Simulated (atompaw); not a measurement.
# Sb: one change to a PAW (atompaw) potential, before and after

Sb, PAW, made with atompaw 4.2.0.5 (PBE, scalar-relativistic). Core [Kr] 4d10, reference 5s2 5p2.75 (charge +0.25). Waves: 5s (bound): rc 1.90 bohr; 5s channel at 3.4 Ry: rc 1.90 bohr; 5p (bound): rc 2.85 bohr; 5p channel at 0.95 Ry: rc 2.85 bohr; 5d channel at 0.4 Ry: rc 2.85 bohr. Local part: troulliermartins scheme with l = 3 at -0.5 Ry, radius 2.30 bohr. Core correction: smooth core density matched at 2.15 bohr. Augmentation charge: besselshape compensation charge, radius 2.65 bohr; PAW radius 2.85 bohr; waves and projectors: custom rrkj vanderbiltortho.

Change: all radii scaled by about 0.91 (s 1.74, p 2.60, d 2.60 bohr); local potential troulliermartins scheme with l = 3 at -0.5 Ry, radius 2.10 bohr; augmentation besselshape compensation charge, radius 2.42 bohr; PAW radius 2.60 bohr; waves and projectors: custom rrkj vanderbiltortho; core correction smooth core density matched at 1.96 bohr.

Cutoffs: the cutoffs (Ry, on a coarse ladder) from which the occupation-weighted sum of valence levels, in a spherical-Bessel basis at the reference potential, stays within 10 and 1 mRy of its value at 400 Ry; they do not see the model core or the augmentation charge, which bear on the density cutoff.

**Question.** What does the change do?

**Answer.** The potential gets harder (10 Ry and 15 Ry → 12 Ry and 25 Ry); a bound ghost appears in s, which as a rule spoils a file. A smaller radius makes the pseudo-wave follow the all-electron one further in, where it bends more sharply, so more plane waves are needed.

```csv
quantity,base,changed
"cutoff, loose",10 Ry,12 Ry
"cutoff, tight",15 Ry,25 Ry
loose cutoff by channel (10 mRy a level),"s 8 Ry, p 6 Ry","s 12 Ry, p 6 Ry"
bound ghosts,none,s
lowest overlap eigenvalue by channel,"s 0.64, p 0.34, d 0.86","s 0.71, p 0.38, d 1.00"
```

 A true bound ghost makes a file unfit for plane-wave use even where its test errors are small: the radial tests pick states by their node count and pass the ghost by. The cutoffs see the waves, projectors and local potential, not the compensation charge or the core.
